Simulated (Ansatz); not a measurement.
One change: `N[SiH2]B(F)F` becomes `O[SiH2]B(F)F`.

Ansatz, PBE0-D4/def2-TZVP geometries, multiplicity 1. Each molecule was computed in one conformer, which needn't be the lowest.

```
                                                                                  property  `N[SiH2]B(F)F`
                                                         HOMO energy (PBE/def2-TZVPP) / eV           -5.99
ideal-gas entropy at 298 K and 1 bar (rigid rotor, harmonic PBE0-D4/def2-TZVP) / J/(mol·K)             356
                                                     HOMO energy (ωB97M-V/def2-TZVPP) / eV           -9.69
                                                       LUMO energy (B3LYP/def2-TZVPP) / eV           -1.12
                                                       HOMO energy (B3LYP/def2-TZVPP) / eV           -7.19
                                                         LUMO energy (PBE/def2-TZVPP) / eV           -1.84
```

Question: What does the change do to each property? (An estimate is asked.)

Answer: The calculation gave: 
```json
{"property": "HOMO energy (PBE/def2-TZVPP) / eV", "`O[SiH2]B(F)F`": "-7.07", "shift": "-1.08"}
{"property": "ideal-gas entropy at 298 K and 1 bar (rigid rotor, harmonic PBE0-D4/def2-TZVP) / J/(mol·K)", "`O[SiH2]B(F)F`": "345", "shift": "-11"}
{"property": "HOMO energy (ωB97M-V/def2-TZVPP) / eV", "`O[SiH2]B(F)F`": "-10.76", "shift": "-1.07"}
{"property": "LUMO energy (B3LYP/def2-TZVPP) / eV", "`O[SiH2]B(F)F`": "-1.32", "shift": "-0.20"}
{"property": "HOMO energy (B3LYP/def2-TZVPP) / eV", "`O[SiH2]B(F)F`": "-8.33", "shift": "-1.14"}
{"property": "LUMO energy (PBE/def2-TZVPP) / eV", "`O[SiH2]B(F)F`": "-2.05", "shift": "-0.21"}
```

With PBE0 the HOMO falls by 1.13 eV and the LUMO falls by 0.21 eV, so the gap widens by about 0.92 eV. PBE moves the HOMO by -1.08 eV and ωB97M-V by -1.07 eV. The zero-point energy changes by -30.8 kJ/mol with -3 modes. Modes under 60 cm⁻¹, often nearly free rotors, make the harmonic entropy too high.

B3LYP here is the variant with VWN-RPA as its local correlation; programs differ in this.
